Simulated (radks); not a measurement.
Values are calculated unless marked as measured or tabulated.
Spherical quantum dot in the effective-mass picture: electrons in a parabolic well V = omega^2 r^2 / 2 with omega = 0.23, all in effective atomic units (hartree* = m*/eps^2 hartree, bohr* = eps/m* bohr), one dielectric constant everywhere. Level of theory: non-relativistic Kohn-Sham, LDA (Slater exchange, Perdew-Wang correlation), spin-polarised, spherical densities (a radial shooting solver with Libxc functionals). Levels are named by radial order and angular momentum (1s, 1p, 1d, 2s, ...), and open shells are averaged over m. Each electron was tried in the lowest free levels, single moves between levels near the top were tried too, and the lowest total energy was kept; such a search can miss a lower state. At N = 1 the Hartree and exchange-correlation terms need not cancel, so that row can carry a self-interaction error.

N	open shells	2S	mu = E(N) - E(N-1) (hartree*)	addition energy mu(N+1) - mu(N) (hartree*)	e(HOMO) (hartree*)	rms radius (bohr*)
1	1s(up 1, down 0)	1	0.35456	0.3166	0.48622	2.589
2	none	0	0.67116	0.4016	0.79317	2.896
3	1p(up 1, down 0)	1	1.0727	0.2046	1.1751	3.314
4	1p(up 2, down 0)	2	1.2774	0.2012	1.3789	3.583
5	1p(up 3, down 0)	3	1.4786	0.2364	1.5772	3.796
6	1p(up 3, down 1)	2	1.7149	0.1789	1.8045	3.991
7	1p(up 3, down 2)	1	1.8938	0.1765	1.9826	4.160
8	none	0	2.0703	0.2908	2.1573	4.313
9	1d(up 1, down 0)	1	2.3611	0.1580	2.4405	4.488
10	1d(up 2, down 0)	2	2.5191	0.1557	2.5974	4.643
11	1d(up 3, down 0)	3	2.6748	0.1532	2.7518	4.783
12	1d(up 4, down 0)	4	2.8280	0.1507	2.9038	4.912
13	1d(up 5, down 0)	5	2.9788	0.1800	3.0533	5.032
14	1d(up 5, down 1)	4	3.1588	0.1421	3.2301	5.149
15	1d(up 5, down 2)	3	3.3009	0.1405	3.3714	5.258
16	1d(up 5, down 3)	2	3.4414	0.1389	3.5111	5.362
17	1d(up 5, down 4)	1	3.5803	0.1372	3.6492	5.461
18	none	0	3.7175	0.1642	3.7855	5.555
19	2s(up 1, down 0)	1	3.8816	0.1534	3.9501	5.649
20	none	0	4.0350	0.1755	4.1025	5.740
21	1f(up 1, down 0)	1	4.2105	0.1262	4.2738	5.833
22	1f(up 2, down 0)	2	4.3367	0.1250	4.3994	5.923
23	1f(up 3, down 0)	3	4.4617	0.1238	4.5237	6.009
24	1f(up 4, down 0)	4	4.5854	-	4.6469	6.092

All shells are closed at N = 2, 8, 18, 20 (there: 1s2 1p6 1d10 2s2); the second difference of the energy has clear peaks (12 % above both neighbours; the first and last values, which can be the largest, are not judged, and half-filled shells can peak too) at N = 2, 5, 8, 13, 20.
